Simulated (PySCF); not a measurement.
SCF from a fresh guess for doublet AuI₂, at the PBE minimum. PySCF input:

```python
from pyscf import gto, scf, dft
mol = gto.M(atom='''
Au     0.000000     0.000000     0.000000
I      0.000000    -0.000000     2.573330
I      0.000000     0.000000    -2.573330''',
    basis={'Au': 'def2-SVP', 'I': 'def2-SVP'},
    ecp={'Au': 'def2-SVP', 'I': 'def2-SVP'},
    charge=0, spin=1)
mf = dft.UKS(mol, xc='PBE')
mf.grids.atom_grid = (50, 194)
aux = {'Au': 'def2-universal-JKFIT', 'I': 'def2-universal-JKFIT'}
mf = mf.density_fit(auxbasis=aux)
mf.conv_tol = 1e-08
mf.diis_space = 10
mf.max_cycle = 60
mf.init_guess = 'huckel'
mf.verbose = 4
mf.kernel()
```

Excerpt of the output (cycles alone); where DIIS stalls, ADIIS, DIIS with a small level shift and a second-order solver take over in turn:

```
init E= -730.984070492184
cycle= 1 E= -730.952585952908  delta_E= 0.0315  |g|= 0.601  |ddm|= 2.46
cycle= 2 E= -729.002557701044  delta_E= 1.95  |g|= 1.98  |ddm|= 3.19
cycle= 3 E= -731.175503058287  delta_E= -2.17  |g|= 0.232  |ddm|= 2.38
cycle= 4 E= -731.217308647628  delta_E= -0.0418  |g|= 0.0604  |ddm|= 1.36
cycle= 5 E= -731.21877346362  delta_E= -0.00146  |g|= 0.0394  |ddm|= 1.25
cycle= 6 E= -731.219510514253  delta_E= -0.000737  |g|= 0.0243  |ddm|= 1.25
cycle= 7 E= -731.219431574492  delta_E= 7.89e-05  |g|= 0.0261  |ddm|= 1.25
cycle= 8 E= -731.219569392748  delta_E= -0.000138  |g|= 0.0224  |ddm|= 0.115
cycle= 9 E= -731.219572514989  delta_E= -3.12e-06  |g|= 0.0223  |ddm|=  0.5
cycle= 10 E= -731.219452082915  delta_E= 0.00012  |g|= 0.0255  |ddm|= 1.19
cycle= 11 E= -731.21947964855  delta_E= -2.76e-05  |g|= 0.0248  |ddm|= 0.00154
cycle= 12 E= -731.219547502195  delta_E= -6.79e-05  |g|= 0.023  |ddm|= 0.00407
cycle= 13 E= -731.218721851099  delta_E= 0.000826  |g|= 0.0397  |ddm|= 1.25
... 38 lines left out ...
cycle= 52 E= -731.219088477659  delta_E= 0.00014  |g|= 0.0333  |ddm|= 0.0853
cycle= 53 E= -731.21921394834  delta_E= -0.000125  |g|= 0.0309  |ddm|= 0.0681
cycle= 54 E= -731.219169494944  delta_E= 4.45e-05  |g|= 0.0318  |ddm|= 1.03
cycle= 55 E= -731.219242678448  delta_E= -7.32e-05  |g|= 0.0303  |ddm|= 0.163
cycle= 56 E= -731.219066364477  delta_E= 0.000176  |g|= 0.0338  |ddm|= 0.101
cycle= 57 E= -731.219488334278  delta_E= -0.000422  |g|= 0.0246  |ddm|= 0.179
cycle= 58 E= -731.219090936829  delta_E= 0.000397  |g|= 0.0333  |ddm|=  1.2
cycle= 59 E= -731.219067557712  delta_E= 2.34e-05  |g|= 0.0337  |ddm|= 0.122
cycle= 60 E= -731.219298123116  delta_E= -0.000231  |g|= 0.0291  |ddm|= 0.555
SCF not converged.
init E= -730.984070492184
cycle= 1 E= -730.952585948191  delta_E= 0.0315  |g|= 0.601  |ddm|= 2.46
cycle= 2 E= -729.002558388123  delta_E= 1.95  |g|= 1.98  |ddm|= 3.19
cycle= 3 E= -730.903120412236  delta_E= -1.9  |g|= 0.591  |ddm|= 2.09
cycle= 4 E= -731.218012493605  delta_E= -0.315  |g|= 0.0544  |ddm|= 1.45
cycle= 5 E= -731.210739440308  delta_E= 0.00727  |g|= 0.125  |ddm|= 1.27
cycle= 6 E= -731.218843185919  delta_E= -0.0081  |g|= 0.0385  |ddm|= 0.164
cycle= 7 E= -731.217192743517  delta_E= 0.00165  |g|= 0.0683  |ddm|= 1.26
cycle= 8 E= -731.219389008947  delta_E= -0.0022  |g|= 0.028  |ddm|= 0.103
cycle= 9 E= -731.219117450732  delta_E= 0.000272  |g|= 0.0354  |ddm|= 1.25
cycle= 10 E= -731.219509466818  delta_E= -0.000392  |g|= 0.0241  |ddm|= 0.703
cycle= 11 E= -731.219490924463  delta_E= 1.85e-05  |g|= 0.0246  |ddm|= 1.12
cycle= 12 E= -731.219460292703  delta_E= 3.06e-05  |g|= 0.0266  |ddm|= 1.01
cycle= 13 E= -731.219575898559  delta_E= -0.000116  |g|= 0.0222  |ddm|= 0.0208
cycle= 14 E= -731.219550039354  delta_E= 2.59e-05  |g|= 0.0232  |ddm|=  1.2
cycle= 15 E= -731.219572833391  delta_E= -2.28e-05  |g|= 0.0223  |ddm|= 0.102
cycle= 16 E= -731.219575636911  delta_E= -2.8e-06  |g|= 0.0223  |ddm|=  1.1
cycle= 17 E= -731.219578162777  delta_E= -2.53e-06  |g|= 0.0223  |ddm|= 1.23
cycle= 18 E= -731.219580907866  delta_E= -2.75e-06  |g|= 0.0221  |ddm|= 0.186
cycle= 19 E= -731.219578329946  delta_E= 2.58e-06  |g|= 0.0222  |ddm|= 1.12
cycle= 20 E= -731.219579333755  delta_E= -1e-06  |g|= 0.0222  |ddm|= 1.02
SCF not converged.
init E= -731.219579333755
cycle= 1 E= -731.219960344798  delta_E= -0.000381  |g|= 0.00283  |ddm|= 0.0385
cycle= 2 E= -731.219959945769  delta_E= 3.99e-07  |g|= 0.0039  |ddm|= 0.00847
cycle= 3 E= -731.21996778569  delta_E= -7.84e-06  |g|= 0.000217  |ddm|= 0.0045
cycle= 4 E= -731.219967846288  delta_E= -6.06e-08  |g|= 0.0002  |ddm|= 0.000828
cycle= 5 E= -731.219967870911  delta_E= -2.46e-08  |g|= 7.75e-05  |ddm|= 0.000278
cycle= 6 E= -731.219967874326  delta_E= -3.42e-09  |g|= 1.34e-05  |ddm|= 0.000112
Extra cycle  E= -731.218416756119  delta_E= 0.00155  |g|= 0.0443  |ddm|= 1.25
SCF not converged.
macro= 0  E= -731.219967873868  delta_E= -0.00155112  |g|= 7.43808e-05  3 KF 10 JK
macro= 1  E= -731.219967873867  delta_E= 9.09495e-13  |g|= 1.41605e-05  1 KF 2 JK
macro X = 2  E=-731.219967873867  |g|= 1.41605e-05  total 5 KF 15 JK
converged SCF energy = -731.219967873867  <S^2> = 0.75095423  2S+1 = 2.000954
```

No lower solution of this spin was found from smeared starts or by a stability analysis within the unrestricted form.

Other spin states or occupations of the open shell can lie lower. Spin–orbit coupling, left out here, can matter for elements this heavy.

The search for the lowest solution, 2 starts and the stability check together, took 42 s on 2 threads of a shared Intel Xeon Platinum 8488C (Sapphire Rapids) host, with 84 basis functions; the process peaked at 0.35 GiB. Launch command: `OMP_NUM_THREADS=2 python axn.py task.json out`.
